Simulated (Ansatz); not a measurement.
Geometry optimisation, RKS PBE/def2-SVP in Ansatz 0.2.0.

input.yaml

```yaml
crystal:
  periodic: [false, false, false]
  atoms:
    - { symbol: Ti, position_ang: [-0.002495, -0.238155, 0.142059] }
    - { symbol: Cl, position_ang: [-0.018501, -0.287483, 2.482101] }
    - { symbol: O, position_ang: [1.64321, -0.272246, -0.526381] }
    - { symbol: H, position_ang: [2.108917, -1.038383, -0.914518] }
    - { symbol: F, position_ang: [-0.910315, 1.138781, -0.445883] }
    - { symbol: O, position_ang: [-0.821068, -1.712179, -0.387358] }
    - { symbol: H, position_ang: [-1.747077, -2.01577, -0.442823] }
    - { symbol: Br, position_ang: [1.704256, 2.930576, 1.203059] }
    - { symbol: H, position_ang: [1.191174, 1.959559, 2.234744] }
basis:
  gaussian: { orbitals: def2-SVP }
hamiltonian:
  xc: pbe
relax:
  f_tol: 0.03
  max_steps: 50
```

Launched with:

```bash
$ ansatz run input.yaml --threads 4 --pin off --max-ram 5120MiB --backend cpu --events-out ev --progress --plain --runs-dir out
```

Q: Where does it end, and by what steps?

A: The forces met the threshold. After 11 steps the energy has fallen by 0.126 eV; Br8 moved furthest, 0.69 Å.

```csv
step,energy less start (eV),largest force component (eV/Å),accepted
0,0.0000,0.897,yes
1,-0.0698,0.138,yes
2,-0.0999,0.271,yes
3,-0.1102,0.184,yes
4,-0.1086,0.519,no
5,-0.1171,0.311,yes
6,-0.1219,0.229,yes
7,-0.1226,0.242,yes
8,-0.1237,0.149,yes
9,-0.1254,0.068,yes
10,-0.1258,0.077,yes
11,-0.1264,0.030,yes
```

```xyz
9
Properties=species:S:1:pos:R:3
Ti -0.075 -0.319 0.072
Cl 0.074 -0.047 2.303
O 1.547 -0.346 -0.646
H 2.114 -1.082 -0.939
F -1.004 0.993 -0.620
O -0.885 -1.862 -0.245
H -1.784 -2.130 -0.507
Br 1.913 3.246 1.781
H 1.249 2.011 2.146
```

Whether the end is a true minimum wasn't checked by a vibrational analysis.

Run time: 11 s on 4 threads of AMD EPYC 9R45 96-Core Processor (Zen 5), on a shared host, peak memory 0.24 GiB.
